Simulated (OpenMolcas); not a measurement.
Computed levels of 3d³ in ions with 21 electrons, in cm-1 above ⁴F_3/2.

```yaml
Program: OpenMolcas 26.06
Method: MS-CASPT2, IPEA 0.25 Eh, imaginary shift 0.1 Eh
Basis: ANO-R2
Scalar_Hamiltonian: X2C, finite nucleus
Spin-orbit_coupling: state interaction with AMFI integrals over the reference wave functions, term energies averaged over their components
```

Active space for each ion: 3 electrons in 5 orbitals (3d); closed shells correlated by CASPT2: 3s 3p.

```tsv
Level	V2+	Mn4+	Fe5+	Ni7+
⁴F_5/2	152	367	516	961
⁴F_7/2	359	864	1210	2230
⁴F_9/2	620	1477	2060	3750
²G_7/2	11760	18140	20900	26530
²G_9/2	11990	18660	21610	27740
⁴P_1/2	12050	17130	19370	24110
⁴P_3/2	12120	17270	19550	24350
⁴P_5/2	12300	17710	20190	25620
²P_1/2	15440	23570	26970	34180
```

**Question.** Estimate ⁴F_9/2, ²G_7/2, ²G_9/2 for Cr3+ from its neighbours V2+ and Mn4+.

**Answer.** ⁴F_9/2 is fine structure, which grows about as the fourth power of a screened charge, so the fourth roots are averaged: ((620^0.25 + 1477^0.25) / 2)^4 = 980. The calculation gives 1013, so the estimate is off by -3.3 %; the measured value is 946 (Sugar and Corliss, J. Phys. Chem. Ref. Data 6, 317 (1977)).
²G_7/2 is another term, which grows about linearly with the charge: (11760 + 18140) / 2 = 14950. The calculation gives 15440, so the estimate is off by -3.2 %; the measured value is 15052 (Sugar and Corliss, J. Phys. Chem. Ref. Data 6, 317 (1977)).
²G_9/2 is another term, which grows about linearly with the charge: (11990 + 18660) / 2 = 15325. The calculation gives 15800, so the estimate is off by -3.0 %; the measured value is 15402 (Sugar and Corliss, J. Phys. Chem. Ref. Data 6, 317 (1977)).

Term energies are means over components that CASPT2 splits; among the terms shown or strongly mixed into the levels shown the widest spread is 1100 cm-1 (3d³ ⁴F, V2+). Computed and measured levels are paired by configuration, term and J; levels that our copy of the source lacks, or whose pairing is in doubt (as where it misses far off the trend of its configuration), stay unpaired and out of the deviations. Only configurations of the active space appear.
